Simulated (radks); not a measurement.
The numbers below are computed, except where a source is named.
Charge is removed step by step from the 2s1/2 level of Ni+, starting from [Ar] 3d9. Level of theory: Dirac Kohn-Sham, PBE, spin-unpolarised, spherical densities, point nucleus; open shells fill j = l - 1/2 first (a radial shooting solver on a logarithmic mesh with Libxc functionals).

\begin{tabular}{lrrr}
removed (e) & E - E(0) (eV) & eigenvalue (eV) & E minus straight line (eV) \\ \hline
0 & 0.000 & -984.02 & 0.000 \\
0.125 & 123.36 & -989.79 & -2.615 \\
0.25 & 247.45 & -995.64 & -4.502 \\
0.375 & 372.28 & -1001.6 & -5.653 \\
0.5 & 497.85 & -1007.6 & -6.056 \\
0.625 & 624.18 & -1013.7 & -5.702 \\
0.75 & 751.28 & -1019.9 & -4.581 \\
0.875 & 879.15 & -1026.1 & -2.683 \\
1 & 1007.8 & -1032.4 & 0.000 \\
\end{tabular}

Removing the whole electron costs 1007.8 eV by Delta-SCF, against 984.02 eV from minus the eigenvalue at the starting occupation. Slater's transition state (half an electron removed) gives 1007.6 eV. Integrating minus the eigenvalue over the occupation (Janak's theorem) gives 1007.8 eV. The mean slope of the eigenvalue, de/dn, is 48.4 eV per electron.
